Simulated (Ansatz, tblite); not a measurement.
Cost and result up the ladder for the cluster TiO₃H₂ (6 atoms). The state is a singlet with charge 0. Geometry: PBE0-D4/def2-SVP.

Cartesian coordinates in Å:
```
Ti -0.053 0.391 0.032
O -1.594 -0.124 0.747
O -0.509 -0.058 1.688
O 0.914 -0.670 -1.006
H 1.115 -1.596 -1.165
H 0.127 2.058 -0.294
```

Ansatz on 4 threads of Arm Neoverse V2 on a shared host; xTB runs through tblite on one thread. Times are rough, summed over both states, and most runs start from the orbitals of an earlier one. PBE0-D4/def2-TZVP serves as the yardstick here, not as an exact answer. The other state is a doublet.

The xTB rows come from tblite. The structure holds one bond between oxygen atoms, so isomers without such links may lie far lower. HOMO above LUMO, or a gap near zero within one spin, warns that the state may not be the lowest or that an electron is smeared out. The structure comes from a short search, and lower isomers may exist.

Raw xTB energies of ions are shifted by several eV.

```json
{"level": "PBE0-D4/def2-TZVP (with forces)", "functions": "150", "vertical IE (eV)": "10.14", "difference from PBE0-D4/def2-TZVP (eV)": "0.00", "remarks": "–"}
{"level": "PBE-D4/def2-TZVP", "functions": "150", "vertical IE (eV)": "9.97", "difference from PBE0-D4/def2-TZVP (eV)": "-0.17", "remarks": "gap within one spin near zero (+1 doublet)"}
{"level": "GFN1-xTB", "functions": "25", "vertical IE (eV)": "16.65", "difference from PBE0-D4/def2-TZVP (eV)": "6.51", "remarks": "–"}
{"level": "r2SCAN-D4/def2-TZVP", "functions": "150", "vertical IE (eV)": "10.07", "difference from PBE0-D4/def2-TZVP (eV)": "-0.07", "remarks": "gap within one spin near zero (+1 doublet)"}
{"level": "GFN2-xTB", "functions": "23", "vertical IE (eV)": "15.16", "difference from PBE0-D4/def2-TZVP (eV)": "5.02", "remarks": "–"}
```

**Question.** Estimate how long each takes.

**Answer.** GFN2-xTB 0.005 s; GFN1-xTB 0.006 s; PBE-D4/def2-TZVP 3.4 s; PBE0-D4/def2-TZVP (with forces) 4.3 s; r2SCAN-D4/def2-TZVP 12 s. On shared hardware such times vary by a factor of up to 3.
